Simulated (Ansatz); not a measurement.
BBr3, SMILES Br[B-](Br)Br, charge -1, multiplicity 2.

The structure is a stationary point at r2SCAN-D4/def2-SVPD.

Two levels are set side by side: PBE/def2-TZVPD (Ansatz, an electronic-structure program) and CAM-B3LYP/def2-TZVPD (Ansatz). Energy differences of separate SCF runs at the same geometry; the states with an electron removed or added have multiplicity 1. Differences are taken from unrounded values.

```json
[
 {"quantity": "vertical ionisation energy (eV)", "CAM-B3LYP": "2.17", "PBE": "1.94", "PBE minus CAM-B3LYP": "-0.23"}
]
```
